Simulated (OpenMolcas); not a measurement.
# Yb3+: ligand-field states by method

Yb3+ with 2 ligands (oxide) in linear coordination (D∞h) at 1.99 Å. A charge of +0.5 e stands 2.6 Å behind each ligand. Ligand basis ANO-RCC-VDZP.

| Property | Result |
| --- | --- |
| Program | OpenMolcas |
| Basis | ANO-RCC-VDZP [7s6p4d2f1g] |
| Scalar Hamiltonian | DKH2, point nucleus |
| Active space | 13 electrons in 7 orbitals (4f) |
| State averaging | 2S+1 = 2 odd, 7 roots |
| Spin-orbit coupling | RASSI with atomic mean-field integrals over the reference wave functions |

I. CASSCF
II. SS-CASPT2, IPEA 0.25 Eh, imaginary shift 0.1 Eh (closed shells correlated: 5s 5p and the ligand valence shells)

Spin-free states (labels by Λ) in cm-1, each column counted from its own energy of the first state listed:

| State | Degeneracy | I | II |
| --- | --- | --- | --- |
| 2Σ | 1 | 0 | 0 |
| 2Π | 2 | 1323 | 2180 |
| 2Δ | 2 | 2983 | 4490 |
| 2Φ | 2 | 4731 | 6250 |

From I to II, I's first state of the same spin (2Π) moves from 1323 to 2180 cm-1, by about +860 cm-1.

With spin-orbit coupling the lowest J multiplet is 4260 (I), 5482 (II) cm-1 wide, a factor of 1.29 from I to II.

χT at 300 K: I 1.74, II 1.60 cm3 K/mol.

The oxide ions are held by bare point charges, a crude embedding. Without dynamic correlation the ligand-field splitting of an f shell can come out too small, at times by half (holds for I). Splittings of an f shell from a small cluster at a set distance can be off by tens of per cent, mostly too small (holds for II). No measured value stands beside these numbers; the geometry is a model, was not optimised and need not be the one that this ion takes.
